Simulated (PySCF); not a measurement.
H₅OSi₂, SMILES [SiH2]O[SiH3], doublet (B3LYP/def2-SVP optimised geometry):

```
8

Si     1.296    -0.641     0.129
O     -0.179     0.115     0.000
Si    -1.841     0.115     0.000
H      1.526    -1.526    -1.062
H      2.357     0.413     0.191
H     -2.313     1.526     0.000
H     -2.357    -0.581    -1.214
H     -2.356    -0.582     1.214
```

Level of theory: unrestricted B3LYP/def2-TZVP run with PySCF.

Q: What are the frontier orbital energies (α orbitals alone; a β orbital can be the lowest empty one) and the dipole moment?

A: HOMO-2 -9.16 eV, HOMO-1 -8.64 eV, HOMO -5.79 eV, LUMO -0.50 eV, LUMO+1 0.94 eV; dipole moment 0.33 D.

On the same geometry unrestricted PBE/def2-TZVP (PySCF) gives HOMO-2 -7.98 eV, HOMO-1 -7.44 eV, HOMO -4.91 eV, LUMO -1.22 eV, LUMO+1 0.24 eV; dipole moment 0.30 D.

Meta-Löwdin charges at B3LYP/def2-TZVP: Si1 0.59, O2 -0.81, Si3 0.77, H4 -0.10, H5 -0.10, H6 -0.11, H7 -0.12, H8 -0.12.
